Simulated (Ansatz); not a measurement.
Ideal-gas functions of FGaH₂, SMILES `[F][GaH2]` at 298.15 K and 1 bar, from an Ansatz frequency run at PBE0-D4/def2-TZVP.

Molar mass 90.74 g/mol, point group C2v (symmetry number 2), electronic degeneracy 1, moments of inertia 4.083, 48.18, 52.262 u Å². Harmonic wavenumbers (cm⁻¹, unscaled): 520, 634, 665, 733, 2024, 2034.

Use S(trans) = R[1.5 ln M + 2.5 ln T − 1.1517]; rotational temperatures θ = 24.2544 K / I; S(rot) = R[ln(√π/σ · √(T³/θAθBθC)) + 1.5]; for each mode x = 1.438777 ν̃/T, S = R[x/(eˣ − 1) − ln(1 − e⁻ˣ)] and H = RT x/(eˣ − 1); 1 cm⁻¹ = 0.0119627 kJ/mol; R = 8.31446 J/(mol·K).

Q: By hand: the entropy, in J/(mol·K).

A: Translation 165.1. Rotation: θ = 5.9403, 0.5034, 0.4641 K, giving 81.2. Vibration, mode by mode: 2.55, 1.65, 1.47, 1.13, 0.01, 0.00, in all 6.8. Electronic 0.0. Sum 253.1 J/(mol·K).

Q: By hand: H − E and G − E in kJ/mol, counted from the electronic energy.

A: Zero-point energy ½ × 6610 × 0.0119627 = 39.5; thermal vibration 1.5; translation, rotation and pV give 4 RT = 9.9. H − E = 50.9 kJ/mol, and G − E = 50.9 − 298.15 × 253.1/1000 = -24.6 kJ/mol.

Vibration gives 3 % of the entropy.
